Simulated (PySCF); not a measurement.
# Telling isomers of C$_{5}$H$_{6}$F$_{2}$O apart by NMR

A single conformation, gas phase, fast rotation and ring inversion assumed for equivalent nuclei, non-relativistic Hamiltonian. NMR shieldings at PBE0/pcSseg-1/GIAO; J: B3LYP/pcJ-1 (spin–dipole term left out of most H,H and C,H couplings); structure optimised with GFN2-xTB; PySCF.

Chemical shifts δ = σref − σ; TMS for ¹H (31.72 ppm) and ¹³C (186.93 ppm), all at this level. Multiplet labels drop J under 1 Hz and among equivalent protons, and merge close values. Unscaled 3J(H,H) run several per cent high. One-bond C–F couplings are unscaled and too large by tens of Hz. Shifts are as computed. Against solution values, carbons near 30 ppm lie about +3 ppm off and those near 130 ppm about +5 ppm. Of 1211 compounds with measured shifts, 218 miss one by over three times the rms of a fit or turn the order of signals round; such compounds aren't used in these exercises.

(1) Tabulate the signals of `C=C=CCOC(F)F`, `FC1=C[C@@H](F)CCO1` and their relative energies.

(2) What is the quickest way to tell C=C=CCOC(F)F from FC1=C[C@@H](F)CCO1?

Results:

(1) 
```json
{"SMILES": "C=C=CCOC(F)F", "carbon types": "1×C 2×CH 2×CH2", "δC": "224.2, 123.5, 89.5, 79.5, 70.3", "δH": "6.49 (t, 1H), 5.49 (tt, 1H), 5.12 (dt, 2H), 4.56 (m, 2H)", "E rel. (kcal/mol)": "29.8"}
{"SMILES": "FC1=C[C@@H](F)CCO1", "carbon types": "1×C 2×CH 2×CH2", "δC": "174.2, 84.7, 78.8, 66.1, 32.4", "δH": "5.34 (m, 1H), 4.83 (ddd, 1H), 4.49 (m, 1H), 4.48 (m, 1H), 1.85 (m, 1H), 1.71 (m, 1H)", "E rel. (kcal/mol)": "0.0"}
```

Energies are electronic energies at PBE0/pcSseg-1 on these geometries, without zero-point or thermal terms, each for the one conformer computed, which needn't be the lowest.

(2) Both give the same number of carbon signals, with the same numbers of each carbon type, so the positions decide. The first has a central carbon of an allene (C) at 224.2 ppm, the second an alkene carbon bearing oxygen (C) at 174.2 ppm. In the proton spectra the most deshielded non-exchanging signals are 6.49 (t, J = 83.7 Hz, 1H) and 5.34 (m, 1H).
